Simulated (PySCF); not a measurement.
## Excitation energy of Hg by level of theory

Hg [Xe] 4f14 5d10 6s2 (1S) → Hg [Xe] 4f14 5d10 6s1 6d1, s spin flipped, as a difference of total energies. Computed with PySCF 2.14 in aug-cc-pVTZ-PP with ECP60MDF (6s6p5d3f2g, 88 functions), with scalar relativity through the core potential. Correlated levels: valence: 5s2 5p6 frozen. The calculations carry no spin-orbit coupling.

```json
{"method": "UHF", "excitation energy (cm⁻¹)": "64656"}
{"method": "LDA", "excitation energy (cm⁻¹)": "78065"}
{"method": "PBE", "excitation energy (cm⁻¹)": "73514"}
{"method": "PBE0", "excitation energy (cm⁻¹)": "72393"}
{"method": "r2SCAN", "excitation energy (cm⁻¹)": "73872"}
{"method": "r2SCANh", "excitation energy (cm⁻¹)": "73622"}
{"method": "wB97X", "excitation energy (cm⁻¹)": "76077"}
{"method": "wB97X-V", "excitation energy (cm⁻¹)": "74930"}
{"method": "MP2 (valence)", "excitation energy (cm⁻¹)": "78702"}
{"method": "SCS-MP2 (valence)", "excitation energy (cm⁻¹)": "78120"}
```

The upper determinant mixes two multiplicities, so it lies between the two terms.

The promoted electron is Rydberg-like, and one or two diffuse shells describe it only roughly, which tends to raise the upper state.

In the upper state the promoted electron has a positive orbital energy at LDA, PBE, r2SCAN, r2SCANh, so the basis confines it.
